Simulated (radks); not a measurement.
Results of a calculation; reference values are marked as such.
Coulomb parameter of the 4f shell of the holmium ion Ho3+ in the model configuration [Xe] 4f9 6p1, as a second difference U = [E(n + 0.25) + E(n - 0.25) - 2 E(n)] / (0.25)^2 with all orbitals relaxed. "Bare": the charge of the atom changes with n. "Screened": the 6p shell takes up the change at fixed total charge, which measures U(4f,4f) + U(6p,6p) - 2 U(4f,6p). Code: a radial shooting solver on a logarithmic mesh with Libxc functionals. Model: scalar-relativistic Kohn-Sham, BLYP, spin-unpolarised, spherical densities, point nucleus. Estimate both.

Answer. U(bare) = 20.703 eV, U(screened by 6p) = 10.202 eV, against the Slater integral F0(4f,4f) = 33.769 eV with frozen orbitals.
